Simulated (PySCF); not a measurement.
# Ionisation energy of Co⁺ by level of theory

Co⁺ [Ar] 3d8 (3F) → Co²⁺ [Ar] 3d7 (4F), as a difference of total energies. Computed with PySCF 2.14 in jorge-DZP-DKH (8s6p2d1f, 43 functions), with scalar relativity by spin-free X2C-1e. Correlated levels: valence: [Ar] frozen. The calculations carry no spin-orbit coupling.

```
           method  ionisation energy (eV)  difference from reference (eV)
              UHF                  14.061                          -3.023
              LDA                  17.758                          +0.674
             BP86                  17.460                          +0.376
    MP2 (valence)                  16.031                          -1.053
SCS-MP2 (valence)                  15.916                          -1.168
```

Reference: 17.084 eV (measured; NIST Atomic Spectra Database, ionization energies).

The reference lies between the lowest fine-structure levels, while these numbers refer to the centres of the terms.

Errors of the correlated levels include the incompleteness of this basis and the frozen core.
